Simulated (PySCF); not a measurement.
Nb(NMe)(F)2(Cl) (CH₃ClF₂NNb), SMILES C[N]=[Nb]([F])([F])[Cl], multiplicity 1. The structure is a stationary point at PBE0-D3(BJ)/def2-SVP. The multiplicity is an assumed one; no other spin state was optimised. The structure was generated by enumeration; whether it is a known compound was not checked. The def2 effective core potentials stand for the cores of Nb; spin–orbit coupling is left out.

Computed equilibrium geometry at PBE0-D3(BJ)/def2-SVP (PySCF confirms it by a frequency run) as Cartesian coordinates in Å, and its point group:
point group Cs.
```xyz
9

Nb    -0.3146     0.0988     0.0000
N      0.4635    -1.4425     0.0000
C      1.1039    -2.7062     0.0000
H      0.8251    -3.2886     0.8943
H      2.2001    -2.5816     0.0000
H      0.8251    -3.2886    -0.8943
F     -1.3488     0.1711     1.5537
F     -1.3488     0.1711    -1.5537
Cl     1.3799     1.6684     0.0000
```
